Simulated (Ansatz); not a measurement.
Geometry optimisation, Ansatz, RHF/def2-SVP.

The input (input.yaml):

```yaml
crystal:
  periodic: [false, false, false]
  atoms:
    - { symbol: In, position_ang: [-0.571317, 0.065816, -0.922788] }
    - { symbol: F, position_ang: [0.757466, -0.538999, 2.019697] }
    - { symbol: Cl, position_ang: [-0.404104, -1.936326, -2.083734] }
    - { symbol: Cl, position_ang: [-2.604069, 1.011157, -0.328083] }
    - { symbol: H, position_ang: [1.375876, 0.081243, 1.817695] }
    - { symbol: Cl, position_ang: [1.446246, 1.317109, -0.502787] }
basis:
  gaussian: { orbitals: def2-SVP }
hamiltonian:
  xc: hf
relax:
  f_tol: 0.03
  max_steps: 50
```

Command:

```bash
$ ansatz run input.yaml --threads 2 --pin off --max-ram 3072MiB --backend cpu --events-out ev --progress --plain --runs-dir out
```

Q: Where does it end, and by what steps?

A: The run converged. After 7 steps the energy has fallen by 0.279 eV; F2 moved furthest, 0.62 Å. Joined: In1–F2.

```tsv
step	energy less start (eV)	largest force component (eV/Å)	accepted
0	0.0000	0.795	yes
1	-0.0778	0.927	yes
2	-0.1957	0.574	yes
3	-0.2401	0.810	yes
4	-0.2715	0.404	yes
5	-0.2759	0.163	yes
6	-0.2783	0.030	yes
7	-0.2786	0.027	yes
```

```xyz
6
Properties=species:S:1:pos:R:3
In -0.398 0.080 -0.675
F 0.419 -0.533 1.504
Cl -0.246 -1.964 -1.783
Cl -2.461 1.001 -0.106
H 1.178 -0.051 1.667
Cl 1.509 1.466 -0.607
```

Whether the end is a true minimum wasn't checked by a vibrational analysis.

Time of the run: 9.6 s on 2 threads of Intel(R) Xeon(R) 6975P-C (Granite Rapids), on a shared host, peak memory 0.24 GiB.
